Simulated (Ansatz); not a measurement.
Geometry optimisation, RKS PBE-D4/6-31G* in Ansatz.

input.yaml

```yaml
crystal:
  periodic: [false, false, false]
  atoms:
    - { symbol: F, position_ang: [0.2844, -2.4391, 0.5976] }
    - { symbol: B, position_ang: [0.2628, -0.9548, 0.6535] }
    - { symbol: O, position_ang: [1.003, 0.2901, 0.4795] }
    - { symbol: Si, position_ang: [-0.2862, 0.662, -0.3562] }
    - { symbol: H, position_ang: [1.78068, 0.86671, 0.27254] }
    - { symbol: H, position_ang: [-1.1693, 1.6476, 0.3855] }
basis:
  gaussian: { orbitals: "6-31G*" }
hamiltonian:
  xc: pbe
  dispersion: d4
relax:
  f_tol: 0.02
  max_steps: 50
output:
  orbitals: {}
```

Run as:

```bash
$ ansatz run input.yaml --threads 1 --pin off --max-ram 2048MiB --backend cpu --events-out ev --progress --plain --runs-dir out
```

Q: Where does it end, and by what steps?

A: The run converged. After 17 steps the energy has fallen by 4.231 eV; H5 moved furthest, 1.35 Å. The start is strongly strained (largest force component 9 eV/Å), so its close contacts needn't be bonds. Parted: O3–Si4.

```tsv
step	energy less start (eV)	largest force component (eV/Å)	accepted
0	0.0000	8.953	yes
1	-1.9929	5.154	yes
2	-3.2111	1.879	yes
3	-3.5507	1.200	yes
4	-3.7632	1.077	yes
5	-3.8485	1.478	yes
6	-3.9041	0.968	yes
7	-3.9656	0.321	yes
8	-4.0356	0.723	yes
9	-4.1027	1.155	yes
10	-4.1027	1.395	yes
11	-4.1844	0.815	yes
12	-4.2026	1.000	yes
13	-4.2242	0.227	yes
14	-4.2294	0.103	yes
15	-4.2304	0.067	yes
16	-4.2308	0.031	yes
17	-4.2309	0.013	yes
```

```xyz
6
Properties=species:S:1:pos:R:3
F 0.277 -1.548 0.696
B 0.437 -0.283 0.233
O 1.645 0.336 0.383
Si -1.111 0.655 -0.755
H 2.279 -0.237 0.869
H -1.653 1.150 0.607
```

Time of the run: 33 s on 1 thread of Arm Neoverse V2 (shared host), peak memory 0.15 GiB.
